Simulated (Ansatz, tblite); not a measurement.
Forces on Si₂Sn₅ at its PBE-D4/def2-SVP geometry. The state is a singlet with charge 0.

In the def2 sets Sn takes a core potential; there is no spin–orbit coupling. The xTB rows come from tblite. Another isomer (singlet) lies 1.15 eV lower at PBE0-D4/def2-TZVP; other spin states weren't run for this one.

GFN1-xTB (tblite), largest force 1.55 eV/Å:

```xyz
7
positions Å, forces eV/Å
Si   -0.687    0.808   -2.181    0.052   -0.386    0.886
Si    1.137    0.641   -0.775   -0.572   -0.316    0.376
Sn   -2.269   -0.411   -0.376    1.464    0.322    0.115
Sn    2.390   -0.013    1.377   -1.134    0.046   -0.739
Sn    0.362   -1.979   -0.916   -0.214    1.232    0.913
Sn   -0.292   -0.985    2.021   -0.069    0.548   -1.256
Sn   -0.640    1.939    0.850    0.472   -1.446   -0.295
```

GFN2-xTB (tblite), largest force 0.96 eV/Å:

```
Si -0.059 -0.118 0.229
Si 0.021 -0.110 0.254
Sn 0.730 0.205 -0.043
Sn -0.868 -0.031 -0.417
Sn -0.278 0.604 0.655
Sn 0.337 0.375 -0.643
Sn 0.116 -0.926 -0.034
```

PBE-D4/def2-TZVP (Ansatz), largest force 0.19 eV/Å:

```
Si 0.050 -0.065 0.173
Si -0.131 -0.070 0.079
Sn 0.131 0.047 -0.029
Sn -0.122 0.011 -0.085
Sn -0.027 0.169 0.048
Sn 0.043 0.052 -0.093
Sn 0.056 -0.143 -0.092
```
